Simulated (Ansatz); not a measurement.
# A small benchmark: atomisation enthalpy at 298 K

8 molecules holding Si, Ge, B, Al, Ga, P or As; the atomisation enthalpy at 298 K in kJ/mol, computed less measured. Shapes, held fixed at every level: PBE0-D4/def2-TZVP. Flexible molecules stand in one conformer, not always the lowest. Thermal terms are harmonic and unscaled (PBE0-D4/def2-TZVP); the spin-orbit lowering of the free atoms is taken from their spectra. Programs: Ansatz 0.2.0. Measured values: CRC Handbook of Chemistry and Physics, NIST-JANAF tables.

Levels: A = r2SCAN-D4/def2-TZVPP; B = wB97X-V/def2-TZVPP; C = CCSD/def2-TZVPP.

| molecule | from tabulated heats | A | B | C |
| --- | --- | --- | --- | --- |
| HBS (SMILES B=S) | 1015 | +20 | +2 | -56 |
| AsF3 (arsenic trifluoride) | 1326 | +25 | +40 | -83 |
| BBr2Cl (dibromo(chloro)borane) | 1187 | +38 | -2 | -76 |
| BBr3 (boron tribromide) | 1110 | +41 | -4 | -69 |
| SiCl4 (silicon tetrachloride) | 1598 | +20 | +8 | -116 |
| PH2(PH2) (diphosphine) | 1484 | -5 | +39 | -82 |
| Si(CH3)Cl3 (methyltrichlorosilane) | 2714 | +63 | +53 | -92 |
| Si(CH3)3Cl (chlorotrimethylsilane) | 5037 | +10 | +6 | -180 |

Question: Sum up the errors.

Answer: 
```tsv
level	kind	mean error	mean absolute error	worst case
r2SCAN-D4/def2-TZVPP	meta-GGA	+26.5	27.8	Si(CH3)Cl3
wB97X-V/def2-TZVPP	range-separated hybrid	+17.8	19.2	Si(CH3)Cl3
CCSD/def2-TZVPP	coupled cluster or CI	-94.2	94.2	Si(CH3)3Cl
```

On this set wB97X-V/def2-TZVPP has the smallest mean absolute error and CCSD/def2-TZVPP the largest. r2SCAN-D4/def2-TZVPP is too high in 7 of 8; wB97X-V/def2-TZVPP is too high in 6 of 8; CCSD/def2-TZVPP is too low in 8 of 8. The heats of PH2(PH2) (diphosphine), Si(CH3)3Cl (chlorotrimethylsilane) come from older tables and can be uncertain by 10 kJ/mol or more. Heats of the atoms come from ATcT where it has them, that of boron, 570 kJ/mol, from recent work. With so many references in doubt the order of the levels isn't settled. The tabulated values of HBS, AsF3, BBr2Cl, BBr3, Si(CH3)Cl3 are in doubt (older tables, estimates, or at odds with other calculations) and kept here. Over the 3 molecules whose values aren't doubted the mean absolute errors are A 11.7; B 17.7; C 126.0. For CCSD/def2-TZVPP the error tends to grow with the atomisation enthalpy. Correlated wave functions converge slowly with the basis. CCSD also lacks the triples, which bind further. Relativity is left out for As, Br. Outer-core shells of As, Br are correlated, in sets that cover them unevenly. The set is small.
